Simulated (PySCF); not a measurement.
Two-component Hartree-Fock for I²⁶⁺ (iodine, charge +26)

Start: [Ar] 3d9; 3d3/2 filled at m_j = -3/2, -1/2, +1/2, +3/2; 3d5/2 filled at m_j = -3/2, -1/2, +1/2, +3/2, +5/2. Calculated with PySCF 2.14 in an even-tempered Gaussian basis (17 s from 3.7 bohr⁻², ratio 2.8; 12 p from 4.8 bohr⁻², ratio 2.8; 8 d from 4.8 bohr⁻², ratio 2.8; 3 f from 21 bohr⁻², ratio 3): generalised Hartree-Fock with the X2C-1e Hamiltonian and a Gaussian nucleus; one run each with spin-orbit coupling (SO) switched off, then screened by Boettger's factors.

```
spinor shell  electrons  ε, spin-free (eV)  ε, screened SO (eV)  weight of nominal j (screened SO)  rms radius, screened SO (bohr)
       1s1/2          2           -34251.7             -34248.2                              1.000                          0.0311
       2s1/2          2            -6141.5              -6140.3                              1.000                           0.127
       2p1/2          2            -5600.6              -5810.8                              1.000                           0.109
       3s1/2          2            -1922.9              -1922.6                              1.000                           0.327
       3p1/2          2            -1742.9              -1787.9                              0.998                           0.318
       3p3/2          4            -1742.9              -1722.3                              0.999                           0.329
       3d3/2          4            -1486.3              -1494.7                              0.978                           0.297
       3d5/2          5            -1486.3              -1480.3                              0.983                           0.300
```

(1) Where does 2p3/2 lie, and what is the 2p spin-orbit splitting (screened SO)?

| quantity | spin-free | screened SO |
| --- | --- | --- |
| E (hartree) | -6762.76001 | -6765.04176 |
| M_J | 5/2 | 5/2 |
| ⟨J²⟩ | 8.750 | 8.750 |
| ⟨L²⟩ | 6.000 | 6.015 |
| ⟨S²⟩ | 0.750 | 0.764 |

Each row is a mean over spinors that exchange with the open shell spreads, by up to 18.331 eV (3p3/2).

Breit and QED terms are absent; they matter most for the inner s and p1/2 levels.

Densities and radii are taken from the X2C orbitals without a picture-change correction, which distorts them close to the nucleus.

Without spin-orbit coupling the j labels of p, d and f shells carry no meaning; the spin-free column gives the mean over the occupied spinors of each nl shell.

## Answers

(1) At -5505.5 eV, 305.26 eV above 2p1/2.
